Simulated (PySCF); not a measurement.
Computed shifts of a molecule C₄H₇ClSi, PBE/pcSseg-1 (PySCF), GIAO, gas phase, atoms alike by connectivity averaged where their shifts nearly agree, in ppm (number of nuclei): ¹³C: 220.4 (1), 106.6 (1), 101.3 (1), 24.8 (1). ²⁹Si: -65.6 (1). ¹H: 6.35 (1), 4.61 (3), 2.26 (3). References: ¹³C against TMS (σ = 182.0 ppm); ²⁹Si against TMS (σ = 335.4 ppm); ³⁵Cl against HCl (σ = 936.5 ppm); ¹H against TMS (σ = 31.49 ppm), references at their B3LYP-D3(BJ)/def2-TZVP geometries, non-relativistic (without spin–orbit terms, shifts of atoms bonded to Cl or Br come out too high). The structure is a stationary point at B3LYP-D3(BJ)/def2-SVP. One conformer was computed; it need not be the lowest.

Problem. Which structure fits?
A) C=C/C(Cl)=C/[SiH3]
B) C=C[SiH2]/C=C/Cl
C) CC([SiH3])=C=CCl
D) C=C/C([SiH3])=C\Cl

Solution. C, CC([SiH3])=C=CCl
